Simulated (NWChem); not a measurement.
SiH₃O₂F; SMILES O[SiH](F)O

```xyz
7

Si     0.0332    -0.0149     0.3475
O      0.6474    -1.4513    -0.1950
O     -1.5294     0.1318    -0.2084
F      0.8720     1.2679    -0.2294
H      0.1844    -0.0130     1.8249
H      0.4289    -1.6734    -1.1175
H     -1.8701     1.0402    -0.2795
```
Atoms are numbered in this order, from 1.

Results from NWChem. Structure relaxed at the PBE-D3(BJ)/def2-SVP level. Ions are spin-unrestricted doublets at the neutral geometry; other ion states weren't tried.

Q: Order these by “vertical ionisation energy, ΔSCF (eV)”, lowest first: PBE/def2-SVP; B3LYP/def2-SVP; LRC-wPBEh/def2-SVP; M06-2X/def2-SVP.

A: PBE/def2-SVP (11.28), B3LYP/def2-SVP (11.85), LRC-wPBEh/def2-SVP (12.10), M06-2X/def2-SVP (12.42)
